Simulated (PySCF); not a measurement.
# Nonlinear optical response: SMILES FC(F)(F)CCBr, C3H4BrF3

Molfile (atoms numbered from 1):
```
C3H4BrF3
     RDKit          3D

 11 10  0  0  0  0  0  0  0  0999 V2000
   -1.5195    1.1725   -0.6307 F   0  0  0  0  0  0  0  0  0  0  0  0
   -0.7840    0.1319   -1.0382 C   0  0  0  0  0  0  0  0  0  0  0  0
   -1.5324   -0.9662   -0.8817 F   0  0  0  0  0  0  0  0  0  0  0  0
   -0.5580    0.2842   -2.3436 F   0  0  0  0  0  0  0  0  0  0  0  0
    0.5119    0.0337   -0.2714 C   0  0  0  0  0  0  0  0  0  0  0  0
    0.2833   -0.1430    1.2144 C   0  0  0  0  0  0  0  0  0  0  0  0
    1.9649   -0.2815    2.1659 Br  0  0  0  0  0  0  0  0  0  0  0  0
    1.0785   -0.8138   -0.6837 H   0  0  0  0  0  0  0  0  0  0  0  0
    1.0881    0.9485   -0.4730 H   0  0  0  0  0  0  0  0  0  0  0  0
   -0.2534    0.7116    1.6446 H   0  0  0  0  0  0  0  0  0  0  0  0
   -0.2772   -1.0612    1.4295 H   0  0  0  0  0  0  0  0  0  0  0  0
  1  2  1  0
  2  3  1  0
  2  4  1  0
  2  5  1  0
  5  6  1  0
  6  7  1  0
  5  8  1  0
  5  9  1  0
  6 10  1  0
  6 11  1  0
M  END
```

Computed with quadratic response CAM-B3LYP/def2-TZVPD first hyperpolarisability, Taylor convention, gas phase in PySCF 2.14.0. Geometry: PBE0-D3(BJ)/def2-SVP.

The calculation is non-relativistic, which matters for the atoms heavier than Zn.

(1) What is the first hyperpolarisability, and how does it disperse?

(2) Which lowest excitations, dipole and polarisabilities go with it?

## Answers

(1) In 10⁻³⁰ esu, Taylor convention; the vector part is βᵢ = ⅓ Σⱼ (βᵢⱼⱼ + βⱼᵢⱼ + βⱼⱼᵢ); β∥ is 3/5 of the vector part along the dipole, the dipole points from − to +:
```
                   process  λ (nm)  β vector norm     β∥  β HRS  depolarisation ratio
           static β(0;0,0)       ∞           2.08  -1.25   0.77                  8.12
second harmonic β(−2ω;ω,ω)    1907           2.15  -1.29   0.80                  8.08
         Pockels β(−ω;ω,0)    1907           2.10  -1.26      –                     –
second harmonic β(−2ω;ω,ω)    1064           2.30  -1.38   0.86                  8.00
         Pockels β(−ω;ω,0)    1064           2.15  -1.29      –                     –
```

(2) S1 6.16 eV (f = 0.000); S2 6.25 eV (f = 0.000); S3 7.52 eV (f = 0.061); dipole 0.43 D; isotropic α 62.4 au static, 62.5 au at 1907 nm, 62.8 au at 1064 nm, 62.9 au at 953.5 nm, 64.2 au at 532 nm.
